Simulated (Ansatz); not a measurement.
Ligand exchange: CH8O2Si2 + Si(CH3)2(SiH3)Cl → Si3H8O2 + Si(CH3)3Cl

Species: CH8O2Si2 `CO[SiH2]O[SiH3]`, singlet; Si(CH3)2(SiH3)Cl, singlet; Si3H8O2 `[SiH3]O[SiH2]O[SiH3]`, singlet; Si(CH3)3Cl (chlorotrimethylsilane), singlet. The partners trade CH3 for SiH3: O–CH3 and Si–SiH3 bonds give way to O–SiH3 and Si–CH3.

Shapes, held fixed at every level: PBE0-D4/def2-TZVP. Flexible molecules stand in one conformer, not always the lowest. Programs: Ansatz 0.2.0. Electronic energies: no zero-point or thermal term.

Task: Estimate ΔE of this reaction.

Result: The highest level, CCSD(T)/CBS estimate, gives ΔE = -212.1 kJ/mol; the levels span -225.1 to -202.3. The column of differences is taken from that level and isn't an error. No measured value is set beside it here. The CBS estimate extrapolates MP2 from def2-TZVPP and def2-QZVPP and adds CCSD(T) − MP2 in the triple-zeta set, cores frozen.

| level | kind | ΔE (kJ/mol) | less CCSD(T)/CBS estimate |
| --- | --- | --- | --- |
| HF/def2-TZVPP | Hartree–Fock | -225.1 | -13.0 |
| wB97M-V/def2-TZVPP | range-separated hybrid | -212.3 | -0.2 |
| wB97X-V/def2-TZVPP | range-separated hybrid | -202.3 | +9.8 |
| B2PLYP/def2-TZVPP | double hybrid | -211.2 | +0.9 |
| MP2/def2-TZVPP | perturbation theory | -222.1 | -10.0 |
| CCSD/def2-TZVPP | coupled cluster or CI | -212.3 | -0.2 |
| CCSD(T)/CBS estimate | coupled cluster or CI | -212.1 | 0.0 |
